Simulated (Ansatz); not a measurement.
Species: F3Ga, SMILES `[F][Ga]([F])[F]` (charge 0, multiplicity 1).

Q: Give a relaxed geometry from Ansatz (a program for electronic structure) with PBE0-D4/def2-TZVP.

A: the end point of this relaxation (outside a Z-matrix the atoms follow the SMILES, hydrogens last).
Bonded distances (Å): F1–Ga2 1.724, Ga2–F3 1.724, Ga2–F4 1.724. Angles (°): F1–Ga2–F3 120.0, F1–Ga2–F4 120.0, F3–Ga2–F4 120.0.
